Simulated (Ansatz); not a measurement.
`C[BH][GeH3]` + `C[SiH2]N` → `CBN[SiH2]C` + GeH₄ at 400 K and 1 bar (cleavage of the B–Ge bond).

Computed with Ansatz on PBE0-D4/def2-TZVP structures; ΔE is electronic, products minus reactants. CCSD(T)/CBS is the MP2 limit (def2-TZVPP, def2-QZVPP) plus CCSD(T) − MP2 in def2-TZVPP, frozen cores. For Ge outer-core shells are correlated without core-valence functions, which leaves a few kJ/mol of doubt a bond. Scalar relativity is left out up to krypton. Each species was taken in one conformer, which may not be the lowest.

```json
{"species": "`C[BH][GeH3]`", "CCSD(T)/CBS energy (Eh)": "-2143.14307", "H − E (kJ/mol)": "215.7", "S (J/(mol·K))": "357.8"}
{"species": "`C[SiH2]N`", "CCSD(T)/CBS energy (Eh)": "-386.08232", "H − E (kJ/mol)": "236.0", "S (J/(mol·K))": "334.0"}
{"species": "`CBN[SiH2]C`", "CCSD(T)/CBS energy (Eh)": "-450.78607", "H − E (kJ/mol)": "356.3", "S (J/(mol·K))": "406.8"}
{"species": "GeH₄", "CCSD(T)/CBS energy (Eh)": "-2078.49493", "H − E (kJ/mol)": "93.6", "S (J/(mol·K))": "231.8"}
```

H − E and S are ideal-gas, rigid-rotor, harmonic terms from PBE0-D4/def2-TZVP, for one conformer and one mirror image of each species. 1 Eh = 2625.50 kJ/mol, R = 8.31446 J/(mol·K).

Problem. By hand: ΔE, ΔH, ΔS and ΔG.

Solution. ΔE = (-450.78607) + (-2078.49493) − (-2143.14307) − (-386.08232) = -0.05561 Eh = -146.0 kJ/mol. Δ(H − E) = 356.3 + 93.6 − 215.7 − 236.0 = -1.8, so ΔH = -147.8 kJ/mol. ΔS = 406.8 + 231.8 − 357.8 − 334.0 = -53.2 J/(mol·K). ΔG = -147.8 − 400 × (-53.2)/1000 = -126.5 kJ/mol.

Problem. By hand: the equilibrium constant, and the temperature at which ΔG would vanish if ΔH and ΔS stayed fixed.

Solution. log₁₀ K = −ΔG/(RT ln 10) = 16.5. ΔG = 0 at ΔH/ΔS = 2778 K, far beyond where these terms or the molecules hold.

ΔH outweighs TΔS. A doubt of 5 kJ/mol in ΔE shifts log₁₀ K by 0.7 here. Other conformers and mirror images would add mixing entropy, several J/(mol·K) or more a flexible species. Modes under 60 cm⁻¹, often nearly free rotors, make the harmonic entropy too high. These are equilibria of isolated gas molecules and say nothing of rates. Largest T1 diagnostic: 0.012 (customary marks: 0.02 for closed shells, 0.045 for open ones).
